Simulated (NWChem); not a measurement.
BH3SeO2; SMILES B([SeH])(O)O

```xyz
7

B      0.0026    -0.9724     0.0000
O      1.1545    -1.6967     0.0000
H      1.9634    -1.1783     0.0000
O     -1.1906    -1.6108     0.0000
H     -1.0753    -2.5688     0.0000
Se     0.0243     0.9990     0.0000
H     -1.4393     1.1044     0.0000
```
Atoms are numbered in this order, from 1.

Computed with NWChem. Medium grid unless said otherwise, to which SCAN and Minnesota functionals are sensitive. Geometry: optimised at PBE0/def2-SVP. Total energies of different functionals are on different scales.

```tsv
level	energy (Ha)	highest occupied level (eV)	orbital gap (eV)	dipole (D)
B3LYP/def2-SVP	-2578.3991	-6.59	6.76	1.41
PBE/def2-SVP	-2577.8002	-5.65	5.19	1.43
TPSSh/def2-SVP	-2578.2968	-6.27	6.33	1.47
LDA (Slater exchange, VWN5)/def2-SVP	-2573.5972	-5.76	5.16	1.42
PBE0/def2-SVP	-2577.8850	-6.89	7.34	1.42
OLYP/def2-SVP	-2578.9833	-5.49	5.16	1.41
M06-2X/def2-SVP	-2578.3217	-8.03	9.26	1.46
CAM-B3LYP/def2-SVP	-2578.4192	-8.12	9.62	1.43
```
